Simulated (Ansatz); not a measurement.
`[NH2][Hf]([OH])([OH])[OH]` and `[OH][Hf]([OH])([OH])[SH]` differ in one atom or group.

Ansatz, PBE0-D4/def2-TZVP geometries, multiplicity 1. Each molecule was computed in one conformer, which needn't be the lowest.

Elements past krypton have def2 core potentials.

| property | `[NH2][Hf]([OH])([OH])[OH]` |
| --- | --- |
| LUMO energy (PBE0/def2-TZVPP) / eV | 0.04 |
| size of the dipole moment (PBE/def2-TZVPP) / D | 0.51 |
| HOMO–LUMO gap (ωB97M-V/def2-TZVPP) / eV | 10.56 |
| HOMO energy (B3LYP/def2-TZVPP) / eV | -6.75 |
| LUMO energy (B3LYP/def2-TZVPP) / eV | -0.28 |
| size of the dipole moment (ωB97M-V/def2-TZVPP) / D | 0.54 |

**Question.** Give the same properties after the change, and the shifts. (An estimate is asked.)

**Answer.** Computed: 
```
                                          property  `[OH][Hf]([OH])([OH])[SH]`  shift
                LUMO energy (PBE0/def2-TZVPP) / eV                       -0.15  -0.19
    size of the dipole moment (PBE/def2-TZVPP) / D                        3.28   2.77
           HOMO–LUMO gap (ωB97M-V/def2-TZVPP) / eV                       10.16  -0.40
               HOMO energy (B3LYP/def2-TZVPP) / eV                       -6.71   0.04
               LUMO energy (B3LYP/def2-TZVPP) / eV                       -0.47  -0.19
size of the dipole moment (ωB97M-V/def2-TZVPP) / D                        3.40   2.86
```

The zero-point energy changes by -41.2 kJ/mol with -3 modes. Dipoles are sizes alone; their direction can turn.

B3LYP here is the variant with VWN-RPA as its local correlation; programs differ in this.
